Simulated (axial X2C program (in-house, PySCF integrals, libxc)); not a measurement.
## GaBr⁻: bond constants with and without spin–orbit coupling

Computed with an axial X2C code built on PySCF integrals. Spin-free means the one-electron spin-free X2C Hamiltonian; two-component (2c) means X2C with spin–orbit coupling and atomic mean-field two-electron Coulomb and Gaunt terms, so the difference of the two also holds small scalar two-electron terms. Basis: Br dyall-acv3z [9s10p7d5f1g], Ga dyall-acv3z [10s10p8d5f1g] (cores contracted in-house); Gaussian nuclei, density fitting, unrestricted open shells. Masses: Br 78.918 u, Ga 68.926 u.

Input:
```json
{
 "zs": [
  35,
  31
 ],
 "q": -1,
 "bas": [
  "dyall-acv3z",
  "dyall-acv3z"
 ],
 "levels": [
  "PBE0",
  "HF",
  "BLYP"
 ],
 "cc": true,
 "r0": 2.38,
 "thr": -1.0,
 "nmax": 90,
 "npts": 10,
 "nst": 2,
 "ntry": 6
}
```
```bash
python so2c.py task.json out
```

Keys: zs atomic numbers; q charge; bas basis sets; levels methods; cc coupled cluster on or off; r0 starting distance in Å; thr threshold in hartree for freezing inner shells (an s shell follows its p shell); nmax most natural virtual spinors; npts points on the curve; nst determinants followed; ntry starts of the search. HF also brings MP2.

State, spin-free: M_S = 1/2, Λ = 1 (beyond evenly filled blocks: π+α); electrons by block: σα: 15, σβ: 15, π+α: 8, π+β: 7, π-α: 7, π-β: 7, δ+α: 2, δ+β: 2, δ-α: 2, δ-β: 2. Fragments: Br- + Ga.

State, 2c: Ω = 1/2 (⟨Sz⟩ = -0.50, ⟨Lz⟩ = 1.00 at PBE0); electrons by block: 1/2: 23, -1/2: 22, 3/2: 9, -3/2: 9, 5/2: 2, -5/2: 2. Fragments: Br- + Ga.

| Hamiltonian | level | Re (Å) | ωe (cm⁻¹) | Be (cm⁻¹) | De (eV) | D0 (eV) | μ (D) |
| --- | --- | --- | --- | --- | --- | --- | --- |
| spin-free | PBE0 | 2.547 | 175.6 | 0.07062 | 1.25 | 1.24 | -1.93 |
| spin-free | HF | 2.650 | 142.4 | 0.06524 | 0.803 | 0.794 | -1.11 |
| spin-free | MP2 | 2.578 | 171.4 | 0.06892 | 1.20 | 1.19 | n/a |
| spin-free | CCSD | 2.600 | 163.9 | 0.06777 | 1.15 | 1.14 | n/a |
| spin-free | CCSD(T) | 2.594 | 167.4 | 0.06807 | 1.20 | 1.19 | n/a |
| spin-free | BLYP | 2.603 | 161.7 | 0.06763 | 1.14 | 1.13 | -1.99 |
| 2c | PBE0 | 2.550 | 175.1 | 0.07047 | n/a | n/a | -1.86 |
| 2c | HF | 2.654 | 142.0 | 0.06506 | n/a | n/a | -1.03 |
| 2c | MP2 | 2.580 | 171.0 | 0.06882 | 1.17 | 1.16 | n/a |
| 2c | CCSD | 2.602 | 163.6 | 0.06768 | 1.13 | 1.12 | n/a |
| 2c | CCSD(T) | 2.596 | 167.0 | 0.06799 | 1.17 | 1.16 | n/a |
| 2c | BLYP | 2.607 | 160.8 | 0.06743 | n/a | n/a | -1.92 |

Correlated methods: 11 electrons correlated (number of frozen shells: Br 3 s, 2 p, 1 d; Ga 3 s, 2 p, 1 d), 337 virtual spin orbitals or spinors in MP2, 90 natural virtuals in coupled cluster.

Dipoles are positive if Ga is the positive end and refer to the centre of mass.

The state is one determinant whose occupation by symmetry is held fixed; it was picked as the lowest of a PBE0 search that is not exhaustive. Dissociation energies refer to the lowest single-determinant-based atoms at the same level and basis. De is not given where an atomic determinant may have missed its ground term or J level, or where the truncated virtual space spoils (T). Density functionals use the spin component along the axis (collinear). CCSD and (T) use frozen natural virtuals with an MP2 correction for the truncation; (T) itself is uncorrected, so its De runs slightly low. The highest occupied level is positive at some bond lengths even in Hartree–Fock (under at least one Hamiltonian), so the basis set holds the extra electron there; where that holds at Re the anion is at best weakly bound and its constants depend on the basis. Without a current term, density functionals place determinants with orbital angular momentum somewhat too high. With the outer-core shells frozen, correlated bond lengths of heavy atoms tend to come out a few hundredths of an ångström too long. Hartree–Fock gets electron affinities wrong, so its lowest charge split need not be the true one.

Rough cost a point (2c) on 1 thread(s) of a shared host, integrals apart: PBE0 2.1 s, HF 2.1 s, CCSD(T) 10 s, BLYP 0.9 s.
